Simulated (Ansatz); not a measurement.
Spectroscopic constants of WF+, multiplicity 5 (lowest of 2S+1 = 1, 3, 5, 7, 9 at CCSD(T)/def2-TZVPP on PBE0 minima; our sources give no spin for the ground state, which may be another). No spin–orbit coupling.

Constants: fifth-degree fit in 1/R to seven points, most abundant isotopes. In def2 and cc sets the state is the lowest found near the PBE0 minimum, followed along R.

Programs: Ansatz (a quantum-chemistry and plane-wave program) with Gaussian orbitals. Values without a source in brackets are computed. In def2 rows elements past Kr take small-core potentials, without spin–orbit coupling.

Energies at wB97M-V/def2-TZVPP:

```csv
R (Å),E (hartree)
1.658720,-166.47257839
1.703309,-166.48204503
1.744331,-166.48676386
1.790704,-166.48841608
1.837077,-166.48697473
1.890584,-166.48236406
1.953009,-166.47405668
```

Problem. With a reduced mass of 17.2199 u, find the minimum, the force constant and the constants.

Solution. A fifth-degree polynomial in 1/R puts the minimum at r_e = 1.7904 Å with force constant 626 N/m. Then ω_e = (1/2πc)√(k/μ) = 785 cm⁻¹ and B_e = h/(8π²cμr_e²) = 0.3054 cm⁻¹; the cubic and quartic terms give α_e = 0.0016 and ω_e x_e = 2.9 cm⁻¹.
